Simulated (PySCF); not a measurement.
## Two-photon absorption: `Clc1c[c+]1Br`, [C3HBrCl]+, charge +1

Molfile (atoms numbered from 1):
```
C3HBrCl
     RDKit          3D

  6  6  0  0  0  0  0  0  0  0999 V2000
   -1.9440   -1.2781    0.5955 Cl  0  0  0  0  0  0  0  0  0  0  0  0
   -0.6842   -0.3573    0.2009 C   0  0  0  0  0  0  0  0  0  0  0  0
   -0.1208    0.8890   -0.0593 C   0  0  0  0  0  0  0  0  0  0  0  0
    0.6908   -0.2317   -0.1414 C   0  0  0  0  0  0  0  0  0  0  0  0
    2.2891   -0.9732   -0.4495 Br  0  0  0  0  0  0  0  0  0  0  0  0
   -0.2277    1.9533   -0.1415 H   0  0  0  0  0  0  0  0  0  0  0  0
  1  2  1  0
  2  3  2  0
  3  4  1  0
  4  5  1  0
  4  2  1  0
  3  6  1  0
M  CHG  1   4   1
M  END
```

Level of theory: TDDFT B3LYP/def2-SVPD excited states, vertical, gas phase in PySCF. Geometry: GFN2-xTB.

The calculation is non-relativistic, which matters for the atoms heavier than Zn.

Give the one- and two-photon strengths of the lowest singlets.

δ for parallel linear polarisation; σ at the peak of a Lorentzian of half width 0.1 eV, single beam; Ω is circular over linear.
```csv
state,E (eV),f,photon λ (nm),δ (au),σ (GM),Ω,main
S1,4.80,0.000,517,<0.1,0.00,–,HOMO→LUMO 0.94
S2,5.08,0.000,488,<0.1,0.00,–,HOMO→LUMO+1 0.89
S3,5.85,0.000,424,<0.1,0.00,–,"HOMO−2→LUMO 0.48, HOMO−2→LUMO+1 0.44"
S4,5.88,0.101,422,29.4,0.37,1.16,"HOMO−1→LUMO+1 0.50, HOMO−1→LUMO 0.45"
S5,6.01,0.174,413,28.6,0.38,0.80,"HOMO−1→LUMO 0.49, HOMO−1→LUMO+1 0.45"
```
